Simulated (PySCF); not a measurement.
CH₅BeN (SMILES [CH3][Be][NH2]), singlet, at a GFN2-xTB geometry (such geometries of metal compounds can be far from the true shape). Base run: LC-WPBE/6-31G*, TDA run with PySCF.

Here is a job for PySCF.
```python
from pyscf import gto, scf, dft, tdscf

mol = gto.Mole()
mol.atom = '''
    Be   -0.05684224   -0.03600744    0.06731438
    C     1.13242913    0.41815967   -1.10182814
    H     2.05985900   -0.14903071   -1.04972758
    H     1.43883496    1.45971091   -1.01309275
    H     0.79845647    0.31511982   -2.13272710
    N    -1.11246910   -0.41013894    1.08015462
    H    -1.59900968   -1.28836809    1.15753300
    H    -1.47806288    0.16861231    1.81864344
'''
mol.basis = '6-31g*'
mol.verbose = 4
mol.build()

mf = dft.RKS(mol)
mf.xc = 'lc_wpbe'
mf.kernel()
td = mf.TDA()
td.nstates = 5
td.kernel()
td.analyze()
```

Each row names what was changed in the base input (with any setting that the change needs).

```csv
change,first excitation (eV),oscillator strength of the first,second (eV),core-seconds (rough)
base,6.47,0.000,7.59,20
functional = pbe,(withheld),0.000,(withheld),10
nstates = 10,6.47,0.000,7.59,20
functional = bhandhlyp,(withheld),0.000,(withheld),10
functional = blyp,5.47,0.000,6.43,10
functional = camb3lyp,6.15,0.000,7.10,20
response = full linear response,6.47,0.000,7.55,30
functional = hf,(withheld),0.000,(withheld),1.0
guess vectors = 13 for 5 states,6.47,0.000,7.59,20
functional = m062x,6.12,0.000,7.12,30
```

Q: Some entries are withheld; supply them.

A: 
- functional = pbe, first excitation (eV): 5.51
- functional = pbe, second (eV): 6.54
- functional = bhandhlyp, first excitation (eV): 6.52
- functional = bhandhlyp, second (eV): 7.32
- functional = hf, first excitation (eV): 7.49
- functional = hf, second (eV): 7.94

An iterative solver can miss low states, so a row lists the states that it found.
